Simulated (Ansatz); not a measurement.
Start from `CC(C)[O][Cd][NH2]` and change one atom or group to get `CC(C)[O][Sn][OH]`.

Ansatz, PBE0-D4/def2-TZVP geometries, multiplicity 1. Each molecule was computed in one conformer, which needn't be the lowest.

Elements past krypton have def2 core potentials.

| property | `CC(C)[O][Cd][NH2]` |
| --- | --- |
| HOMO–LUMO gap (B3LYP/def2-TZVPP) / eV | 5.70 |
| HOMO–LUMO gap (PBE0/def2-TZVPP) / eV | 6.25 |
| HOMO energy (PBE0/def2-TZVPP) / eV | -7.04 |
| LUMO energy (B3LYP/def2-TZVPP) / eV | -1.11 |
| HOMO–LUMO gap (PBE/def2-TZVPP) / eV | 3.93 |
| LUMO energy (ωB97M-V/def2-TZVPP) / eV | 0.81 |

Problem. Give the same properties after the change, and the shifts. (Best estimate.)

Solution. Ansatz gave: 
```tsv
property	`CC(C)[O][Sn][OH]`	shift
HOMO–LUMO gap (B3LYP/def2-TZVPP) / eV	5.33	-0.37
HOMO–LUMO gap (PBE0/def2-TZVPP) / eV	5.77	-0.48
HOMO energy (PBE0/def2-TZVPP) / eV	-7.59	-0.55
LUMO energy (B3LYP/def2-TZVPP) / eV	-2.06	-0.95
HOMO–LUMO gap (PBE/def2-TZVPP) / eV	3.73	-0.20
LUMO energy (ωB97M-V/def2-TZVPP) / eV	-0.13	-0.94
```

With PBE0 the HOMO falls by 0.55 eV and the LUMO falls by 1.03 eV, so the gap narrows by about 0.48 eV. PBE moves the HOMO by -0.63 eV and ωB97M-V by -0.45 eV.

B3LYP here is the variant with VWN-RPA as its local correlation; programs differ in this.
